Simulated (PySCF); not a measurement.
# Computed properties of CH₇FN₂Si, SMILES F[Si@@H](N)NC

CH7FN2Si, SMILES CN[Si@@H](F)N. Geometry: r2SCAN-D4/def2-SVP. The structure was generated by enumeration; whether it is a known compound was not checked. One conformer was computed; it need not be the lowest. All values are computed for the isolated molecule unless a solvent is named; none is compared with measurement here.

**Structure.** All 30 harmonic modes at r2SCAN-D4/def2-SVP (PySCF) are real, so it is a minimum. With heavy atoms numbered as in [CH3:1][NH:2][Si@H:3]([NH2:4])[F:5], the shortest bond between them is C1–N2 at 1.449 Å and the longest Si3–N4 at 1.714 Å.

**Vibrations.** The strongest infrared lines (harmonic, unscaled, degenerate partners summed) lie at 956 cm⁻¹ (253 km/mol, H 48 %, Si 35 %, F 11 %), 914 cm⁻¹ (230 km/mol, Si 43 %, N 31 %, H 24 %), 2234 cm⁻¹ (165 km/mol, H 97 %). The softest mode is at 97 cm⁻¹ and the zero-point energy is 58.2 kcal/mol.

**Electronic structure.** HF/def2-TZVP (PySCF) places the frontier levels at -10.57 and 3.63 eV, a gap of 14.20 eV, and gives a dipole moment of 2.34 D and a mean polarisability of 47.0 bohr³. PBE/def2-TZVP (PySCF) at the same geometry gives -5.72 and 0.18 eV, so its gap is 8.30 eV narrower. An orbital gap is neither the optical nor the fundamental gap.

**Excitations.** TDDFT-PBE0/def2-SVPD (PySCF) has S1 at 6.56 eV (189 nm, f = 0.003, weak); the most intense of the 10 singlets computed lies at 7.72 eV (f = 0.05). T1 (TDA) is at 6.32 eV. TDDFT-PBE/def2-SVPD (PySCF) puts S1 at 5.70 eV. No vertical singlet excitation falls in the visible range (under 3.1 eV).

**NMR.** GIAO shifts at B3LYP/pcSseg-1 (PySCF) (non-relativistic, atoms alike by connectivity averaged): ¹³C at 31.4 ppm against TMS; ¹H from 0.7 to 4.9 ppm against TMS; ²⁹Si at -34.4 ppm against TMS; ¹⁹F at -156.0 ppm against CFCl3.

**Solvation.** SMD-ωB97X/def2-SVP (PySCF) gives -2.0 kcal/mol in water, -3.9 kcal/mol in diethylether, -4.0 kcal/mol in chloroform (1 M in both phases, gas-phase geometry).
